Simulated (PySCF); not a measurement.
## UHF on Sc²⁺ (scandium, charge +2)

Configuration: [Ar] 4s1, 2S determinant (an excited configuration). All numbers are calculated (PySCF 2.14, the spin-free X2C one-electron Hamiltonian (Gaussian nucleus), in aug-cc-pVTZ-DK).

- Total energy: -762.530730 hartree
- One-electron energy: -1028.8001 hartree
- Hartree (Coulomb) energy: 304.0744 hartree
- Exchange energy: -37.8051 hartree
- ⟨S²⟩: 0.7502
- ⟨L²⟩: 0.000
- Sum of ⟨r⟩: 14.65 bohr
- Sum of ⟨r²⟩: 22.94 bohr²
- Langevin diamagnetic susceptibility: -18.2 ×10⁻⁶ cm³/mol

```tsv
shell	electrons	mean orbital energy (eV)	rms radius, mean of both spins (bohr)
1s α	1	-4561.6	0.0844
1s β	1	-4561.5	0.0844
2s α	1	-547.23	0.370
2s β	1	-547.03	0.370
2p α	3	-449.76	0.340
2p β	3	-449.69	0.340
3s α	1	-92.331	1.13
3s β	1	-91.847	1.13
3p α	3	-63.966	1.23
3p β	3	-63.771	1.23
4s α	1	-20.952	3.21
```

Densities and radii are taken from the X2C orbitals without a picture-change correction, which distorts them close to the nucleus.
